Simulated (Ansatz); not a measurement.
Geometry optimisation, Ansatz 0.2.0, RHF/def2-SVP.

Input:

```yaml
crystal:
  periodic: [false, false, false]
  atoms:
    - { symbol: Hf, position_ang: [0.206455, 0.334835, -0.248884] }
    - { symbol: F, position_ang: [-0.071845, -0.186943, 2.879443] }
    - { symbol: O, position_ang: [1.655918, -0.306145, -1.326699] }
    - { symbol: H, position_ang: [2.291199, -0.680223, -1.905151] }
    - { symbol: O, position_ang: [-1.01393, 1.316172, -1.353996] }
    - { symbol: H, position_ang: [-1.630963, 1.710204, -1.938497] }
    - { symbol: O, position_ang: [-0.747822, -1.218937, 0.353022] }
    - { symbol: H, position_ang: [-1.17611, -1.930227, 0.785014] }
    - { symbol: Br, position_ang: [1.333608, 2.218833, 1.297818] }
    - { symbol: H, position_ang: [0.346291, 0.539631, 3.234431] }
basis:
  gaussian: { orbitals: def2-SVP }
hamiltonian:
  xc: hf
relax:
  f_tol: 0.03
  max_steps: 50
output:
  orbitals: {}
```

Command:

```bash
$ ansatz run input.yaml --threads 4 --pin off --max-ram 5120MiB --backend cpu --events-out ev --progress --plain --runs-dir out
```

Q: Where does it end, and by what steps?

A: The forces met the threshold. The force dipped under the threshold on the way, but the program's further checks kept it going. After 16 steps the energy has fallen by 0.173 eV; F2 moved furthest, 0.67 Å.

```json
{"step": "0", "energy less start (eV)": "0.0000", "largest force component (eV/Å)": "0.383", "accepted": "yes"}
{"step": "1", "energy less start (eV)": "-0.0338", "largest force component (eV/Å)": "0.915", "accepted": "yes"}
{"step": "2", "energy less start (eV)": "-0.0808", "largest force component (eV/Å)": "1.306", "accepted": "yes"}
{"step": "3", "energy less start (eV)": "-0.1168", "largest force component (eV/Å)": "1.600", "accepted": "yes"}
{"step": "4", "energy less start (eV)": "-0.1437", "largest force component (eV/Å)": "1.227", "accepted": "yes"}
{"step": "5", "energy less start (eV)": "-0.1650", "largest force component (eV/Å)": "0.237", "accepted": "yes"}
{"step": "6", "energy less start (eV)": "-0.1690", "largest force component (eV/Å)": "0.025", "accepted": "yes"}
{"step": "7", "energy less start (eV)": "-0.1697", "largest force component (eV/Å)": "0.029", "accepted": "yes"}
{"step": "8", "energy less start (eV)": "-0.1703", "largest force component (eV/Å)": "0.039", "accepted": "yes"}
{"step": "9", "energy less start (eV)": "-0.1707", "largest force component (eV/Å)": "0.017", "accepted": "yes"}
{"step": "10", "energy less start (eV)": "-0.1708", "largest force component (eV/Å)": "0.193", "accepted": "yes"}
{"step": "11", "energy less start (eV)": "-0.1715", "largest force component (eV/Å)": "0.120", "accepted": "yes"}
{"step": "12", "energy less start (eV)": "-0.1717", "largest force component (eV/Å)": "0.109", "accepted": "yes"}
{"step": "13", "energy less start (eV)": "-0.1718", "largest force component (eV/Å)": "0.132", "accepted": "yes"}
{"step": "14", "energy less start (eV)": "-0.1720", "largest force component (eV/Å)": "0.134", "accepted": "yes"}
{"step": "15", "energy less start (eV)": "-0.1724", "largest force component (eV/Å)": "0.044", "accepted": "yes"}
{"step": "16", "energy less start (eV)": "-0.1725", "largest force component (eV/Å)": "0.016", "accepted": "yes"}
```

```xyz
10
Properties=species:S:1:pos:R:3
Hf 0.222 0.408 -0.496
F -0.146 -0.469 3.482
O 1.678 -0.301 -1.533
H 2.351 -0.712 -2.042
O -1.026 1.342 -1.623
H -1.676 1.730 -2.178
O -0.654 -0.981 0.490
H -0.965 -1.539 1.181
Br 1.158 2.031 1.311
H 0.249 0.288 3.184
```

Whether the end is a true minimum wasn't checked by a vibrational analysis.

Time of the run: 50 s on 4 threads of Intel(R) Xeon(R) Platinum 8259CL CPU @ 2.50GHz (Skylake/Cascade Lake) (shared host), peak memory 0.39 GiB.
